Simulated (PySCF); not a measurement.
## Gas-phase XPS of `S=C=CBr`, computed

Species: C2HBrS.
Structure used (PBE0-D3(BJ)/def2-SVP), in Å, numbered top down from 1:
```
atom  x, y, z in Å
S1     2.2855   -0.3945   -0.3842
C2     0.7858   -0.0460   -0.1580
C3    -0.4822    0.2457    0.0289
Br4   -1.6887   -1.0352    0.6897
H5    -0.8916    1.2344   -0.1893
```

Level of theory: delta-SCF UKS SCAN, pcX-2 on the ionised atom, pcseg-1 elsewhere, spin-free X2C (PySCF 2.14.0). Each binding energy is the total energy of the core-ionised species, with the hole localised on one atom, minus that of the ground state; both are solved self-consistently, so orbital relaxation is included.

Problem. What binding energy does each computed site have?

Solution. 
```csv
atom(s),environment,level,binding energy (eV),count
S1,sulfur bonded to C,S 1s,2477.97,1
C3,outer carbon of cumulated double bonds,C 1s,291.67,1
```

Problem. Which effective nuclear charge Zeff reproduces each element's mean 1s value in the hydrogen-like formula E = 13.606 eV × Zeff²?

Solution. C (Z = 6): mean 291.7 eV, Zeff = 4.63, Z − Zeff = 1.37; S (Z = 16): mean 2478.0 eV, Zeff = 13.50, Z − Zeff = 2.50. Means run over the listed sites, weighted by atom count.

Problem. Give the binding energy of C 1s of C3 in hartree and in kJ/mol.

Solution. 291.67 eV = 10.7187 Eh = 28142 kJ/mol.

The list is incomplete; no value stands for C 1s of C2 (hole states with ⟨S²⟩ of 1 or more are left out). No level of bromine is listed. Geometry: PBE0-D3(BJ)/def2-SVP; no solvent, vibrations or thermal averaging.
